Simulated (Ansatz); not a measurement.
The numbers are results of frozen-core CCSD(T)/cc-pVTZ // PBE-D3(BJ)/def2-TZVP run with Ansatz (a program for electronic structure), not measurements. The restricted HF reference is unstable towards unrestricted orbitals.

Ansatz 0.2 input:
```yaml
crystal:
  periodic: [false, false, false]
  atoms:
    - { symbol: C, position_ang: [-1.647973, -0.541239, -0.14181] }
    - { symbol: C, position_ang: [-0.666215, 0.536325, 0.22503] }
    - { symbol: C, position_ang: [0.64509, 0.418429, 0.221897] }
    - { symbol: Si, position_ang: [2.324732, 0.205533, 0.199625] }
    - { symbol: H, position_ang: [-2.281875, -0.212968, -0.981372] }
    - { symbol: H, position_ang: [-1.133695, -1.468086, -0.422955] }
    - { symbol: H, position_ang: [-2.324528, -0.747447, 0.703318] }
    - { symbol: H, position_ang: [-1.111405, 1.500082, 0.518672] }
    - { symbol: H, position_ang: [3.131059, 0.538927, -1.001358] }
    - { symbol: H, position_ang: [3.064813, -0.229553, 1.410725] }
basis:
  gaussian: { orbitals: cc-pVTZ }
correlation:
  method: ccsd_t
```

Output:

```
Functional definition: HF
1179 factors; integrals over basis functions are off by at most 1.2e-3 eV
mean field evaluation 1: about -11043.0910 eV, gradient 3.5e1 eV
mean field evaluation 2: about -11043.3277 eV, gradient 3.5e1 eV
mean field evaluation 4: about -11047.1914 eV, gradient 4.4e0 eV
mean field evaluation 8: about -11047.2871 eV, gradient 3.6e-1 eV
mean field evaluation 16: about -11047.2882 eV, gradient 1.2e-6 eV
mean field -11047.28821609 eV, -405.9803538203 hartree, gradient 1.2e-6 eV, S^2 0.000000; 0 other end points of the search recorded, 0 dependent functions left out; unrestricted orbitals would lower it
8 core orbitals not correlated
reference -11047.28821609 eV, -405.9803538203 hartree; 11, 11 occupied and 189, 189 virtual orbitals, 1179 factors
second order -16.69015856 eV of doubles, -0.00000000 eV of singles
cycle   1  -17.17138297 eV  change   -4.8e-1 eV  update   1.0e-1
cycle   2  -17.70027166 eV  change   -5.3e-1 eV  update   3.5e-2
cycle   3  -17.81387672 eV  change   -1.1e-1 eV  update   1.6e-2
cycle   4  -17.81068895 eV  change    3.2e-3 eV  update   5.0e-3
cycle   5  -17.81184089 eV  change   -1.2e-3 eV  update   2.0e-3
cycle   6  -17.81214575 eV  change   -3.0e-4 eV  update   6.4e-4
cycle   7  -17.81212718 eV  change    1.9e-5 eV  update   2.3e-4
cycle   8  -17.81219972 eV  change   -7.3e-5 eV  update   8.1e-5
cycle   9  -17.81221344 eV  change   -1.4e-5 eV  update   3.3e-5
cycle  10  -17.81219190 eV  change    2.2e-5 eV  update   1.1e-5
perturbative correction -0.87773071 eV, -0.0322560085 hartree
Total energy: -11065.97813870 eV, -406.6671958077 hartree
```

Cost: about 2.2 core-minutes (a rough figure).
